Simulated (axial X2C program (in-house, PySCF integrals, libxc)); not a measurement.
**AlI: cheaper levels and CCSD(T), 2c**

All values were computed with an in-house relativistic program for diatomic molecules. Two-component (2c) means X2C with spin–orbit coupling and atomic mean-field two-electron Coulomb and Gaunt terms. Basis: I dyall-cv3z [11s12p8d4f1g], Al dyall-v3z [8s8p2d1f] (cores contracted in-house); Gaussian nuclei, density fitting, unrestricted open shells. Masses: I 126.904 u, Al 26.982 u.

State: Ω = 0 (closed shell); fragments I + Al.

```json
{"level": "PBE0", "Re (Å)": "2.561", "ωe (cm⁻¹)": "309.7", "De (eV)": "3.64"}
{"level": "HF", "Re (Å)": "2.586", "ωe (cm⁻¹)": "301.2", "De (eV)": "2.54"}
{"level": "MP2", "Re (Å)": "2.558", "ωe (cm⁻¹)": "317.2", "De (eV)": "3.63"}
{"level": "CCSD", "Re (Å)": "2.561", "ωe (cm⁻¹)": "315.3", "De (eV)": "3.38"}
{"level": "TPSS", "Re (Å)": "2.574", "ωe (cm⁻¹)": "303.1", "De (eV)": "3.69"}
{"level": "BLYP", "Re (Å)": "2.610", "ωe (cm⁻¹)": "285.3", "De (eV)": "3.48"}
{"level": "TPSSh", "Re (Å)": "2.567", "ωe (cm⁻¹)": "306.7", "De (eV)": "3.66"}
```

Correlated methods: 10 electrons correlated (number of frozen shells: I 4 s, 3 p, 2 d; Al 2 s, 1 p), 218 virtual spin orbitals or spinors in MP2, 120 natural virtuals in coupled cluster.

CCSD(T), same Hamiltonian and basis:

Re = 2.560 Å, ωe = 316.1 cm⁻¹, De = 3.50 eV; T1 = 0.014 (Lee–Taylor normalisation).

Give the differences from CCSD(T) in the columns below.



| level | ΔRe (Å) | Δωe (cm⁻¹) | ΔDe (eV) |
| --- | --- | --- | --- |
| PBE0 | 0.001 | -6 | 0.14 |
| HF | 0.026 | -15 | -0.96 |
| MP2 | -0.002 | 1 | 0.13 |
| CCSD | 0.001 | -1 | -0.12 |
| TPSS | 0.014 | -13 | 0.19 |
| BLYP | 0.050 | -31 | -0.02 |
| TPSSh | 0.007 | -9 | 0.16 |

Occupations by symmetry block were frozen at the best pattern of an incomplete PBE0 search. Closed shells are restricted here (equal orbitals for both partners); the stretched side of such a curve lies too high. De is counted from the lowest determinant-based energies of the atoms at the same level, without counterpoise correction. Coupled cluster ran in a truncated set of natural virtual spinors; the MP2 energy of the rest was added. (T) has no such correction and the atoms are truncated less, which lowers De at CCSD(T) by a hundredth of an eV or more. The 2c atoms are single determinants rather than J levels; their spin–orbit lowering is only partly caught, and De is too large by that part. This holds for PBE0, TPSS, BLYP, TPSSh. Without a current term, density functionals place determinants with orbital angular momentum somewhat too high.
